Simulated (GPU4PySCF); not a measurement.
Computed Raman spectrum (relative Raman activity) of a molecule C12H10N2. The structure is a stationary point at B3LYP-D3(BJ)/def2-TZVP. One conformer was computed; it need not be the lowest. Computed with B3LYP-D3(BJ)/def2-TZVP (GPU4PySCF). No scaling factor is applied to the harmonic values.

ν (cm⁻¹): 1024 (w), 1164 (vs), 1211 (m), 1346 (w), 1483 (s), 1510 (m), 1554 (vs), 1647 (w), 3171 (vw), 3181 (w), 3191 (w), 3201 (m), 3215 (w) (against the strongest line: vs over 80 %, s over 45 %, m over 15 %, w over 4 %, vw less)

Task: Identify the compound among the candidates.
A) Cn1cc(C#N)c(-c2ccccc2)c1
B) C=Cc1ncncc1-c1ccccc1
C) C(=C\c1ccccn1)/c1cccnc1
D) c1ccc(/N=N/c2ccccc2)cc1

Result: D, c1ccc(/N=N/c2ccccc2)cc1
